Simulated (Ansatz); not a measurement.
```yaml
crystal:
  periodic: [false, false, false]
  atoms:
    - {symbol: C, position_ang: [1.378663, -2.149536, -1.236901]}
    - {symbol: C, position_ang: [0.651796, -0.998515, -0.647119]}
    - {symbol: C, position_ang: [-0.664400, -0.697406, -0.969336]}
    - {symbol: C, position_ang: [-1.317684, 0.275186, -0.224924]}
    - {symbol: C, position_ang: [-2.773100, 0.535713, -0.347131]}
    - {symbol: O, position_ang: [-0.701412, 0.989982, 0.640114]}
    - {symbol: B, position_ang: [0.806750, 1.033466, 0.671421]}
    - {symbol: C, position_ang: [1.337440, 1.375328, 2.116363]}
    - {symbol: Cl, position_ang: [1.322167, 2.264444, -0.639508]}
    - {symbol: O, position_ang: [1.310872, -0.311664, 0.208966]}
    - {symbol: H, position_ang: [2.194994, -1.763660, -1.854310]}
    - {symbol: H, position_ang: [0.729340, -2.775379, -1.845744]}
    - {symbol: H, position_ang: [1.831901, -2.742537, -0.440051]}
    - {symbol: H, position_ang: [-1.204813, -1.295258, -1.686648]}
    - {symbol: H, position_ang: [-3.266545, -0.190630, -0.989717]}
    - {symbol: H, position_ang: [-2.911628, 1.539335, -0.759450]}
    - {symbol: H, position_ang: [-3.229664, 0.530589, 0.644610]}
    - {symbol: H, position_ang: [2.429048, 1.409093, 2.132181]}
    - {symbol: H, position_ang: [1.012044, 0.629542, 2.849149]}
    - {symbol: H, position_ang: [0.972533, 2.351207, 2.444234]}
basis:
  gaussian: {orbitals: cc-pVTZ-PP}
total_charge: -1
magnetization: {spin_polarized: true, initial_magnetization: 1}
hamiltonian: {xc: {name: wPBEh}}
```

```sh
$ ansatz run in.yaml --threads 4 --pin off --events-out ev --progress --plain --max-ram 46080MiB --backend cpu
```

Shortened log:

```
Functional definition: wPBEh
Error: <dir> the basis set cc-pVTZ-PP has no functions for C
```

In this input the basis set is misnamed or doesn't suit the job. The program refused the input.
